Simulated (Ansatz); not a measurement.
Other settings, tried on `[Au][S]CCCCc1ccc(-c2ccc(-c3cccs3)s2)s1`.

```yaml
crystal:
  periodic: [false, false, false]
  atoms:
    - {symbol: Au, position_ang: [8.477374, 0.638499, 1.247646]}
    - {symbol: S, position_ang: [7.073248, 2.398703, 1.399906]}
    - {symbol: C, position_ang: [5.439307, 1.660775, 1.042903]}
    - {symbol: C, position_ang: [5.281165, 1.080069, -0.357667]}
    - {symbol: C, position_ang: [3.860645, 0.607031, -0.673303]}
    - {symbol: C, position_ang: [3.415780, -0.617539, 0.142577]}
    - {symbol: C, position_ang: [2.045727, -1.105773, -0.204180]}
    - {symbol: C, position_ang: [1.676134, -2.258217, -0.867723]}
    - {symbol: C, position_ang: [0.275978, -2.390352, -1.048357]}
    - {symbol: C, position_ang: [-0.446139, -1.325133, -0.529236]}
    - {symbol: C, position_ang: [-1.874797, -1.125742, -0.536603]}
    - {symbol: C, position_ang: [-2.839137, -1.842092, -1.234823]}
    - {symbol: C, position_ang: [-4.154420, -1.384589, -1.006222]}
    - {symbol: C, position_ang: [-4.224968, -0.308128, -0.131273]}
    - {symbol: C, position_ang: [-5.379473, 0.422353, 0.329083]}
    - {symbol: C, position_ang: [-5.443396, 1.509235, 1.190567]}
    - {symbol: C, position_ang: [-6.766641, 1.969365, 1.414775]}
    - {symbol: C, position_ang: [-7.708791, 1.235652, 0.730716]}
    - {symbol: S, position_ang: [-6.983273, -0.023771, -0.196495]}
    - {symbol: S, position_ang: [-2.627140, 0.124963, 0.419428]}
    - {symbol: S, position_ang: [0.639462, -0.158690, 0.185132]}
    - {symbol: H, position_ang: [4.757134, 2.523070, 1.177876]}
    - {symbol: H, position_ang: [5.186169, 0.932153, 1.829805]}
    - {symbol: H, position_ang: [5.590517, 1.843785, -1.091487]}
    - {symbol: H, position_ang: [5.993303, 0.239656, -0.474291]}
    - {symbol: H, position_ang: [3.144736, 1.433990, -0.511268]}
    - {symbol: H, position_ang: [3.791041, 0.356025, -1.745677]}
    - {symbol: H, position_ang: [3.465624, -0.388296, 1.222217]}
    - {symbol: H, position_ang: [4.122621, -1.447865, -0.028807]}
    - {symbol: H, position_ang: [2.405874, -2.998192, -1.204982]}
    - {symbol: H, position_ang: [-0.199009, -3.247624, -1.529145]}
    - {symbol: H, position_ang: [-2.590162, -2.665677, -1.906172]}
    - {symbol: H, position_ang: [-5.040621, -1.820182, -1.473423]}
    - {symbol: H, position_ang: [-4.554343, 1.956402, 1.641161]}
    - {symbol: H, position_ang: [-7.018384, 2.813087, 2.060236]}
    - {symbol: H, position_ang: [-8.791144, 1.363039, 0.717096]}
basis:
  gaussian: {orbitals: def2-mTZVPP, fitting: {mean_field: def2-universal-jkfit}}
hamiltonian: {xc: {name: LC-wPBE}}
scf: {omitted_lower_state_checks: [starts]}
```

```sh
$ ansatz run in.yaml --threads 2 --pin off --events-out ev --progress --plain --max-ram 32768MiB --backend cuda --devices 0, --max-vram 18GiB
```

Output, abridged:

```
Functional definition: LC-wPBE
2229 factors; integrals over basis functions are off by at most 2.1e-1 eV
2229 factors; integrals over basis functions are off by at most 7.4e-6 eV
mean field evaluation 1: about -63838.3607 eV, gradient 7.5e1 eV
mean field evaluation 2: about -63843.6150 eV, gradient 6.1e1 eV
mean field evaluation 4: about -63852.0223 eV, gradient 4.1e0 eV
mean field evaluation 8: about -63852.0914 eV, gradient 3.0e-1 eV
mean field evaluation 16: about -63852.0922 eV, gradient 9.7e-4 eV
mean field -63852.09223009 eV, -2346.5211089531 hartree, gradient 6.4e-5 eV, S^2 0.000000; 0 other end points of the search recorded, 0 dependent functions left out
reference -63852.09223010 eV, -2346.5211089536 hartree; 97, 97 occupied and 426, 426 virtual orbitals, 2229 factors
Total energy: -63852.09223010 eV, -2346.5211089536 hartree
Checks for a lower state left out: starts
```

It took 6 s on 2 threads of AMD EPYC 7R13 on a shared host and a share (18 GiB) of an NVIDIA H100 80GB HBM3, peak host memory 1 GiB.

In the def2 sets Au takes a core potential; there is no spin–orbit coupling. LC-ωPBE has ω = 0.4 bohr⁻¹. The restricted singlet is unstable towards broken spin symmetry in Hartree–Fock (as tested in another run); at RKS LC-ωPBE/def2-mTZVPP this wasn't settled.
